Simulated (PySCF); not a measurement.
## Relaxation of quintet RhS₂⁺

Level of theory: UPBE0 in PySCF with Rh def2-SVP with ECP28, S def2-SVP; scalar-relativistic core potentials, no spin–orbit coupling; density-fitted integrals. A (50,194) grid was used.

A hand-made bent start, of C2v symmetry, held to at least that symmetry:

```xyz
3
charge 1 multiplicity 5, angstrom
Rh    0.0000    0.0000   -0.4395
S     1.6376    0.0000    0.7072
S    -1.6376    0.0000    0.7072
```

Optimiser trace:
```tsv
step	E − E(last) (kJ/mol)	largest gradient (Eh/bohr)
0	67.22	0.09505
1	16.66	0.01709
2	6.59	0.01343
3	2.07	0.01362
4	0.26	0.00666
5	0.00	0.00037
6	0.00	0.00001
```

It ends at C2v with Rh–S 2.116 Å (×2); S–Rh–S 87.1° (after a last refinement on a finer grid). A frequency run shows a minimum.

Other spin states or occupations of the open shell can lie lower. At this level a triplet minimum of C2v symmetry lies 123 kJ/mol below this structure.
